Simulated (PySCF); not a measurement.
Two-photon absorption: `NCc1ccncc1`, C6H8N2

Geometry:
| atom | x (Å) | y (Å) | z (Å) |
| --- | --- | --- | --- |
| N1 | -2.389 | 0.082 | -0.574 |
| C2 | -1.513 | -0.522 | 0.415 |
| C3 | -0.050 | -0.180 | 0.251 |
| C4 | 0.791 | -0.939 | -0.568 |
| C5 | 2.113 | -0.537 | -0.747 |
| N6 | 2.639 | 0.544 | -0.176 |
| C7 | 1.843 | 1.267 | 0.608 |
| C8 | 0.508 | 0.952 | 0.852 |
| H9 | -2.295 | 1.096 | -0.549 |
| H10 | -2.101 | -0.199 | -1.511 |
| H11 | -1.639 | -1.616 | 0.372 |
| H12 | -1.850 | -0.210 | 1.417 |
| H13 | 0.421 | -1.843 | -1.061 |
| H14 | 2.783 | -1.126 | -1.385 |
| H15 | 2.293 | 2.151 | 1.077 |
| H16 | -0.092 | 1.583 | 1.514 |

Computed, not measured: PySCF 2.14.0, TDDFT CAM-B3LYP/aug-cc-pVDZ excited states, vertical, gas phase. Geometry: PBE0-D3(BJ)/def2-SVP.

Task: Give the one- and two-photon strengths of the lowest singlets.

Result: δ for parallel linear polarisation; σ at the peak of a Lorentzian of half width 0.1 eV, single beam; Ω is circular over linear.
| state | E (eV) | f | photon λ (nm) | δ (au) | σ (GM) | Ω | main |
| --- | --- | --- | --- | --- | --- | --- | --- |
| S1 | 5.06 | 0.008 | 490 | 6.18 | 0.06 | 0.40 | HOMO−2→LUMO 0.39, HOMO→LUMO 0.31 |
| S2 | 5.34 | 0.000 | 465 | <0.1 | 0.00 | – | HOMO−2→LUMO+2 0.54, HOMO→LUMO+2 0.40 |
| S3 | 5.52 | 0.029 | 449 | 4.05 | 0.04 | 1.50 | HOMO−1→LUMO 0.49, HOMO−1→LUMO+1 0.15 |
| S4 | 5.87 | 0.092 | 423 | 35.2 | 0.44 | 0.24 | HOMO→LUMO 0.53, HOMO−2→LUMO 0.24 |
| S5 | 6.10 | 0.002 | 406 | 169 | 2.31 | 1.09 | HOMO→LUMO+1 0.51, HOMO−1→LUMO+2 0.14 |
| S6 | 6.44 | 0.045 | 385 | 110 | 1.67 | 0.85 | HOMO−1→LUMO+2 0.47, HOMO−3→LUMO 0.25 |

Among these, the strongest one-photon state is S4, the strongest two-photon state S5, with a dipole change of 3.1 D (relaxed, norm of the difference vector).
